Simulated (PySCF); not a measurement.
System: sum formula AlOH₃, net charge 0, singlet state. SMILES: [OH][AlH2]
Structure (B3LYP-D3(BJ)/def2-TZVP (Ansatz) minimum search):
```xyz
5

O      1.0824    -0.2049    -0.0084
Al    -0.5960     0.0639     0.0079
H      1.7380     0.4912    -0.0688
H     -1.1551     1.5379    -0.0801
H     -1.4942    -1.2206     0.1130
```
Charge 0, spin multiplicity 1.

Dispersion corrections to the total energy (kcal/mol) from the dftd3 and dftd4 libraries through PySCF: D3(BJ) without and D4 with the three-body term, each with the damping fitted for the functional named.

| functional | D3(BJ) | D4 |
|---|---|---|
| BHLYP | -1.63 | -1.34 |
| LC-wPBE | ? | -1.21 |
| B2GP-PLYP | -0.88 | -0.44 |
| BP86 | ? | -1.42 |
| BLYP | -2.41 | -2.44 |
| revPBE | -2.73 | -3.41 |
| TPSS | ? | -1.46 |

Task: Some entries are withheld; supply them.

Result: 
- LC-wPBE, D3(BJ): -1.04
- BP86, D3(BJ): -1.80
- TPSS, D3(BJ): -1.37
